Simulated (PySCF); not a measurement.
C7H13B.
Atom-mapped SMILES: `[CH2:1]=[CH:2][BH:3][CH:4]1[CH2:5][CH2:6][CH2:7][CH2:8]1`

Cartesian coordinates in Å at the PBE0-D3(BJ)/def2-SVP level; atoms count from 1:
```xyz
21
C7H13B angstrom
C      3.8018   -0.5740    0.3702
C      2.4945   -0.8453    0.5305
B      1.4087   -0.1194   -0.3020
C     -0.1279   -0.3466   -0.1150
C     -0.6807    0.7781    0.7938
C     -2.2067    0.7404    0.5799
C     -2.4293    0.0452   -0.7806
C     -1.0248   -0.2035   -1.3479
H      4.5907   -1.0762    0.9426
H      4.1320    0.1761   -0.3573
H      2.2186   -1.6072    1.2723
H      1.7805    0.7232   -1.0991
H     -0.3384   -1.3127    0.3814
H     -0.3930    0.6581    1.8492
H     -0.2777    1.7509    0.4617
H     -2.6894    0.1714    1.3894
H     -2.6392    1.7521    0.6104
H     -3.0531    0.6408   -1.4646
H     -2.9526   -0.9133   -0.6373
H     -0.9820   -1.0763   -2.0179
H     -0.6901    0.6675   -1.9374
```

NICS is the negative of the GIAO shielding at a point without a nucleus: at the ring centre (0) and 1 Å above and below it (1); zz is the component along the ring normal. Level: GIAO CAM-B3LYP/pcSseg-1 (PySCF, non-relativistic, gas phase) on the PBE0-D3(BJ)/def2-SVP geometry, one conformer.

Ring bond lengths (Å): C4–C5 1.548, C5–C6 1.541, C6–C7 1.544, C7–C8 1.535, C8–C4 1.531.

Question: What do the NICS probes read (ppm)?

Answer: 
| ring | type | NICS(0) | NICS(1), two faces | NICS(1)zz, two faces | rms pucker (Å) | centre to ring atoms, mean (Å) |
| --- | --- | --- | --- | --- | --- | --- |
| C4–C5–C6–C7–C8 | 5-membered carbocycle; formal bonds all single | -5.2 | -3.7 / -4.1 | -4.8 / -4.9 | 0.19 | 1.29 |

Question: What do they say, and how far can they be read as aromaticity?

Answer: 
- C4–C5–C6–C7–C8: mean NICS(1)zz -4.9 ppm, shielded. C4, C5, C6, C7, C8 have four or more neighbours, and the NICS criterion for π rings isn't applied.

Question: At the first NICS(1) probe listed for ring C4–C5–C6–C7–C8, 1 Å off the ring, how large is the induced field along the normal in 1 T applied along it?

Answer: NICSzz × B0 = -4.8 ppm × 1 T = -5 μT, against the applied field.

Question: Give the inner angles of the rings.

Answer: 
- C4–C5–C6–C7–C8: C4 101.3°, C5 104.7°, C6 106.0°, C7 105.5°, C8 104.7°; sum 522.2° against 540° for a flat convex ring.

Question: How do the values depend on the level or the medium?

Answer: 
```csv
level,"NICS(0), C4–C5–C6–C7–C8","mean NICS(1)zz, C4–C5–C6–C7–C8"
"CAM-B3LYP/pcSseg-1, gas",-5.2,-4.9
"PBE0/pcSseg-1, gas",-5.6,-5.2
```

The geometry is the same throughout.
